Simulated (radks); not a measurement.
Species: Tl IV. Configuration: [Xe] 4f14 5d10.

All-electron calculation, Dirac Kohn-Sham, PBE, spin-unpolarised, spherical densities, point nucleus. Program: a radial shooting solver on a logarithmic mesh with Libxc functionals.

Energy parts (hartree):
| part | energy |
|---|---|
| total | -20286.7941 |
| kinetic | 23517.9478 |
| electron-nucleus | -51190.1164 |
| Hartree | 7766.5260 |
| exchange-correlation | -381.1515 |

Orbitals (lengths in bohr, moments of r in powers of bohr; r(max) is where P^2 peaks):
orbital	occ.	eigenvalue (hartree)	<r^4>	<r^2>	r(max)
1s1/2	2	-3142.807	3.753e-07	0.0003686	0.01002
2s1/2	2	-559.9673	0.00005410	0.005545	0.05834
2p1/2	2	-537.4619	0.00003200	0.003911	0.04279
2p3/2	4	-461.5365	0.00005093	0.005095	0.05039
3s1/2	2	-134.4642	0.001958	0.03596	0.1642
3p1/2	2	-124.3378	0.001701	0.03273	0.1530
3p3/2	4	-107.4579	0.002394	0.03909	0.1684
3d3/2	4	-90.79237	0.001576	0.02987	0.1309
3d5/2	6	-87.18859	0.001745	0.03160	0.1351
4s1/2	2	-30.84927	0.04327	0.1731	0.3694
4p1/2	2	-26.48971	0.04585	0.1760	0.3672
4p3/2	4	-22.38585	0.06370	0.2077	0.3985
4d3/2	4	-15.28352	0.07442	0.2170	0.3903
4d5/2	6	-14.51803	0.08212	0.2281	0.3998
4f5/2	6	-5.35114	0.1336	0.2594	0.3558
4f7/2	8	-5.18212	0.1414	0.2667	0.3603
5s1/2	2	-5.87940	1.078	0.8642	0.8090
5p1/2	2	-4.41821	1.486	0.9999	0.8506
5p3/2	4	-3.67499	2.179	1.208	0.9287
5d3/2	4	-1.67896	6.722	2.002	1.093
5d5/2	6	-1.59417	7.709	2.141	1.126

The highest occupied level is 5d5/2 at -43.380 eV. The density falls to 0.001 e/bohr^3 at r = 3.21 bohr. For comparison, the ionisation energy in NIST's Atomic Spectra Database is 51.14 eV (measured). In exact Kohn-Sham theory the highest level is minus the ionisation energy, but local and semilocal functionals leave it too shallow, through self-interaction and a potential that decays too fast; potentials with the right tail come closer.
